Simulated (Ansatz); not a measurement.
Start from `[OH][Al]1[CH2][CH]1F` and change one atom or group to get `F[CH2][Al]1[CH2][CH]1F`.

Ansatz, PBE0-D4/def2-TZVP geometries, multiplicity 1. Each molecule was computed in one conformer, which needn't be the lowest.

```csv
property,`[OH][Al]1[CH2][CH]1F`
HOMO–LUMO gap (PBE/def2-TZVPP) / eV,3.20
HOMO energy (B3LYP/def2-TZVPP) / eV,-6.17
size of the dipole moment (PBE/def2-TZVPP) / D,3.11
HOMO–LUMO gap (ωB97M-V/def2-TZVPP) / eV,9.07
HOMO energy (PBE0/def2-TZVPP) / eV,-6.35
LUMO energy (ωB97M-V/def2-TZVPP) / eV,0.52
```

Question: What does the change do to each property? (Best estimate.)

Answer: The calculation gave: 
| property | `F[CH2][Al]1[CH2][CH]1F` | shift |
| --- | --- | --- |
| HOMO–LUMO gap (PBE/def2-TZVPP) / eV | 2.98 | -0.22 |
| HOMO energy (B3LYP/def2-TZVPP) / eV | -6.12 | 0.05 |
| size of the dipole moment (PBE/def2-TZVPP) / D | 2.93 | -0.18 |
| HOMO–LUMO gap (ωB97M-V/def2-TZVPP) / eV | 8.71 | -0.36 |
| HOMO energy (PBE0/def2-TZVPP) / eV | -6.29 | 0.06 |
| LUMO energy (ωB97M-V/def2-TZVPP) / eV | 0.23 | -0.29 |

With PBE0 the HOMO rises by 0.06 eV and the LUMO falls by 0.25 eV, so the gap narrows by about 0.31 eV. PBE moves the HOMO by 0.01 eV and ωB97M-V by 0.08 eV. Dipoles are sizes alone; their direction can turn.

B3LYP here is the variant with VWN-RPA as its local correlation; programs differ in this.
